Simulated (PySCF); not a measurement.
**Scandium: a sound run and one with changed settings**

Sound run: Sc+ [Ar] 3d1 4s1, Sc(2+) [Ar] 3d1. All numbers are calculated (PySCF 2.14, the non-relativistic Hamiltonian (point nucleus), in aug-cc-pVDZ). In the sound run the correlated levels freeze [Ar]. The sound run starts from symmetry-adapted Hartree-Fock orbitals and uses a fine grid where one is needed.

Changed run: basis STO-3G. This setting is unsound on purpose.

```tsv
species	method	sound run (hartree)	changed run (hartree)	converged
Sc+	UHF	-759.54076	-751.82319	yes
Sc+	TPSS	-760.40523	-752.57565	yes
Sc+	BP86	-760.46097	-752.61561	yes
Sc+	MP2	-759.54323	-751.82319	yes
Sc(2+)	UHF	-759.09365	-751.32350	yes
Sc(2+)	TPSS	-759.93666	-752.04339	yes
Sc(2+)	BP86	-759.98057	-752.07340	yes
```

Ionisation energy of Sc+:

| method | sound run (eV) | changed run (eV) |
| --- | --- | --- |
| UHF | 12.166 | 13.597 |
| TPSS | 12.751 | 14.484 |
| BP86 | 13.072 | 14.754 |
| MP2 | 12.234 | 13.597 |
| SCS-MP2 | 12.189 | 13.597 |

A minimal basis cannot let orbitals breathe on ionisation and holds almost no correlation.

For comparison, NIST gives 12.800 eV between the lowest levels.
